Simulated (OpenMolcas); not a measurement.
# Ions of charge +2 along the 3d row on the Ca site of CsCaF3

```yaml
Program: OpenMolcas
Method: SS-CASPT2, IPEA 0.25 Eh, imaginary shift 0.1 Eh
Spin-orbit_coupling: state interaction with AMFI integrals over the reference wave functions
```

The d shell is active; CASPT2 correlates the ligand valence shells and the outer metal core. Each dopant is a cluster with its nearest anions in model potentials and point charges, with no relaxation. Distances were set from a Shannon-type radius of the metal (high-spin where two are listed) plus a fixed donor radius (F 1.31 Å), in hosts weighted 0.65 to 0.35 with the host's distance in the model lattice. Ligand basis ANO-RCC-VDZP, DKH2 Hamiltonian. States (labels of O, the rotations of Oh). Energies in cm-1 above the lowest state or level, χT in cm3 K/mol; under a threefold ground state the first gap can be a small split of the lowest multiplet, not the spin-orbit step; 10Dq and B are least-squares fits to the states below 45000 cm-1, weighted by degeneracy, with a free offset, and given where the rms deviation is under 5 % of |10Dq| (or 100 cm-1) and under 700 cm-1. Spin-only χT is S(S+1) / 2 for the spin of the ground state.

```
 Ion  Shell  R (Å)   Metal basis  Ground state  First state of that spin   10Dq  B (rms of fit)  First gap with spin-orbit (degeneracies)  χT at 300 K  First state of another spin  Spin-only χT
Ti2+    3d2  2.203  ANO-RCC-VTZP           3T1                  3T2 9880  11372       695 (292)                                  3 (2, 3)        1.102                     1T2 9100         1.000
 V2+    3d3  2.157  ANO-RCC-VTZP           4A2                  4T2 9740                                                      9670 (4, 2)        1.851                     2E 13100         1.875
Cr2+    3d4  2.164  ANO-RCC-VTZP            5E                  5T2 8020                                                         6 (1, 3)        2.954                    3T1 11550         3.000
Fe2+    3d6  2.151  ANO-RCC-VTZP           5T2                   5E 7500                                                       190 (3, 2)        4.105                    3T1 15840         3.000
Co2+    3d7  2.128  ANO-RCC-VTZP           4T1                  4T2 6150                                                       370 (2, 4)        3.633                     2E 13960         1.875
Ni2+    3d8  2.092  ANO-RCC-VTZP           3A2                  3T2 6670                                                      6350 (3, 2)        1.462                     1E 14110         1.000
Cu2+    3d9  2.118  ANO-RCC-VTZP            2E                  2T2 5660   5664                                               5010 (4, 2)        0.633                                      0.375
```

Every ion keeps the highest spin of its shell. χT departs most from the spin-only value for Co2+, by +1.758 cm3 K/mol.

Roots that are degenerate in the reference are averaged as groups; the widest CASPT2 spread within a group is 240 cm-1 (the 3-fold group of multiplicity 5 near 8020 cm-1 above the lowest state of its run, Cr2+). Shifts and gaps below about the spread of the groups concerned are not significant. Over all roots computed the reference weight is 0.73 to 0.74 in Ti2+, 0.73 to 0.74 in V2+, 0.72 to 0.74 in Cr2+, 0.72 to 0.73 in Fe2+, 0.72 to 0.73 in Co2+, 0.71 to 0.73 in Ni2+, 0.72 to 0.73 in Cu2+; a low but even weight reflects the number of correlated electrons. Ligand-to-metal charge-transfer states are missing. Free-ion shares, where given, are those of the reference states; single-state CASPT2 does not remix them. An orbital triplet at a regular site is open to Jahn-Teller coupling, which can distort the site and quench the lowest spin-orbit gaps and is left out (holds for Ti2+; Fe2+; Co2+). With no ligand orbital active B as a rule stays too high, so bands that hang on it stand too high and its fall with covalency is understated (holds for Ti2+; V2+; Cr2+). With one d shell and no ligand orbital active, 10Dq can be off by tens of per cent for divalent 3d ions, low with halides held by bare charges and at times high in hosts (holds for Ti2+; V2+; Cr2+; Fe2+; Co2+). These CASPT2 states fit no ligand-field parameters well, so their order and spin gaps are uncertain (holds for V2+; Cr2+; Fe2+; Co2+; Ni2+). An orbital doublet at a regular site is open to a Jahn-Teller distortion, which this geometry leaves out (holds for Cr2+; Cu2+). A single d shell leaves out the double-shell effect, which counts most for late 3d ions, where the CASPT2 field can be off either way by tens of per cent (holds for Fe2+; Co2+; Ni2+; Cu2+). For late 3d ions with one d shell CASPT2 can put B and the spin-flip bands somewhat low as well as high (holds for Fe2+; Co2+; Ni2+). With one d shell and no ligand orbital active, 10Dq can be off by tens of per cent for divalent 3d ions, low with halides held by bare charges and at times high in hosts, and the orbital part of g and χT goes as 1/10Dq (holds for Ni2+; Cu2+). No measured value stands beside these numbers; the geometry was set by hand and not optimised.
